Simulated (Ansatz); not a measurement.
The same path of BFHOSi (5 atoms, charge -1, multiplicity 1) was run twice with different band settings. The coordinate that changes most is the angle H5–B1–Si2.

Level of theory: RKS PBE0-D4/def2-TZVP in Ansatz.

Relaxed end points:

```xyz
5
Properties=species:S:1:pos:R:3
B -0.607 1.181 0.121
Si 0.115 -0.606 0.001
O -0.510 -1.957 -0.388
F 1.445 -0.682 0.948
H -0.442 2.064 -0.682
```

```xyz
5
Properties=species:S:1:pos:R:3
B 0.254 0.935 -0.916
Si -0.116 -0.544 0.269
O -0.918 -1.846 0.101
F 1.046 -0.568 1.417
H -0.266 2.022 -0.872
```

Common settings: movable images 7; climbing image yes; optimiser quadratic models (default); start path IDPP; force threshold 0.05 eV/Å; iteration limit 60; end points relaxed.

| run | spring |
| --- | --- |
| 1 | 5.0 eV/Å² |
| 2 | 0.5 eV/Å² |

(1) What does each run give, and how far can it be trusted?

Results:

(1) Run 1: converged after 18 iterations, highest image 0.105 eV above the first end. A vibrational analysis at the climbing image gives one clearly imaginary mode, 303i cm⁻¹: a first-order saddle point.
Run 2: converged after 16 iterations, highest image 0.105 eV above the first end. Another band between the same ends (7 images) ends at a top of the same energy, where a vibrational analysis finds 1 clearly imaginary mode.
Limits of this set-up: an anion without diffuse functions, the dipole of an ion depends on the origin.
